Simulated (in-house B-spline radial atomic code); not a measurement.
What moves the levels of Ba+ ([Xe] 6s1)? Method: Dirac-Hartree-Fock, average of configuration, Fermi nucleus of rms radius 4.8092 fm. Calculated with an all-electron radial atomic-structure program (B-spline basis).

Baseline run (computed): total energy -8135.4964 hartree, 1s1/2 at -1384.038 hartree, 6s1/2 at -9.3926 eV with <r> = 4.539 bohr.

Changing the nucleus:

```csv
nucleus,ΔE (eV)
"Fermi nucleus of rms radius 4.8176 fm, A = 121",0.0286
"Fermi nucleus of rms radius 4.8153 fm, A = 122",0.0208
"Fermi nucleus of rms radius 4.8135 fm, A = 123",0.0146
"Fermi nucleus of rms radius 4.8185 fm, A = 124",0.0317
"Fermi nucleus of rms radius 4.8177 fm, A = 125",0.029
"Fermi nucleus of rms radius 4.8221 fm, A = 126",0.044
"Fermi nucleus of rms radius 4.8204 fm, A = 127",0.0382
"Fermi nucleus of rms radius 4.8255 fm, A = 128",0.0556
"Fermi nucleus of rms radius 4.8248 fm, A = 129",0.0532
"Fermi nucleus of rms radius 4.8283 fm, A = 130",0.0651
"Fermi nucleus of rms radius 4.8276 fm, A = 131",0.0627
"Fermi nucleus of rms radius 4.8303 fm, A = 132",0.0719
"Fermi nucleus of rms radius 4.8286 fm, A = 133",0.0661
"Fermi nucleus of rms radius 4.8322 fm, A = 134",0.0784
"Fermi nucleus of rms radius 4.8294 fm, A = 135",0.0689
"Fermi nucleus of rms radius 4.8334 fm, A = 136",0.0825
"Fermi nucleus of rms radius 4.8314 fm, A = 137",0.0757
"Fermi nucleus of rms radius 4.8378 fm, A = 138",0.0976
"Fermi nucleus of rms radius 4.8513 fm, A = 139",0.144
"Fermi nucleus of rms radius 4.8684 fm, A = 140",0.203
"Fermi nucleus of rms radius 4.8807 fm, A = 141",0.245
"Fermi nucleus of rms radius 4.8953 fm, A = 142",0.295
"Fermi nucleus of rms radius 4.9087 fm, A = 143",0.342
"Fermi nucleus of rms radius 4.9236 fm, A = 144",0.393
"Fermi nucleus of rms radius 4.9345 fm, A = 145",0.431
"Fermi nucleus of rms radius 4.9479 fm, A = 146",0.478
"Fermi nucleus of rms radius 4.9731 fm, A = 148",0.566
```

A larger nucleus binds the electrons less, roughly as the density at the nucleus times the change of the nuclear <r²>. The reference is A = 120.
